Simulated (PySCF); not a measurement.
1-bromo-1-fluoropropa-1,2-diene (C3H2BrF), SMILES C=C=C(F)Br. Geometry optimised at PBE-D3(BJ)/def2-SVP.

These are PBE-D3(BJ)/def2-SVP (PySCF 2.14.0) values and carry that method's errors.

Harmonic wavenumbers (cm⁻¹): 141, 220, 319, 426, 447, 589, 633, 879, 963, 1027, 1268, 1423, 2035, 3035, 3118. Rotational constants (GHz): 5.612, 1.916, 1.443; symmetry number 1.

### Question
Work out the zero-point energy and the ideal-gas rigid-rotor harmonic-oscillator thermochemistry at 298.15 K and 1 atm.

### Answer
ZPE = ½ Σ hcν = ½ × 16523 cm⁻¹ = 98.83 kJ/mol. H − E(el) = 115.57 kJ/mol. Entropy in J/(mol K): translation 170.10, rotation 114.76, vibration 37.65, total 322.51. G − E(el) = 19.41 kJ/mol. Cp = 82.34 J/(mol K). Modes under 150 cm⁻¹ make the vibrational entropy uncertain.
